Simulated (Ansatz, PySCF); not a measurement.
Reaction (SMILES): C[N](C)[GeH3] [N-germyl-N-methylmethanamine] → C[N][GeH3] + [CH3] (CH3) (the C-N bond at the site shown breaks; other sites are not compared here)
Geometries: B3LYP-D3(BJ)/def2-TZVP minima from Ansatz (a program for electronic structure). Frequencies are from Ansatz or PySCF.

Wanted: bond dissociation energy (enthalpy at 298 K, with B3LYP-D3(BJ) rigid-rotor harmonic-oscillator terms), in eV. Correlated levels leave the core frozen unless marked. UHF or UKS for open shells. No spin-orbit coupling. Frozen are the shells of the preceding noble gas and the d and f shells that filled before the atom's block. Non-relativistic. Basis-set limits of correlation are two-point, X^-3; Hartree-Fock from the larger set.

```tsv
level	program	bond dissociation energy (eV)
revPBE-D3(BJ)/def2-TZVPD	Ansatz + dftd3	3.32
```

Q: Estimate the value at CCSD(T)/CBS(aug-cc-pVTZ,aug-cc-pVQZ) as computed with Ansatz.

A: 3.61 eV, so revPBE-D3(BJ)/def2-TZVPD differs from it by -0.29 eV.
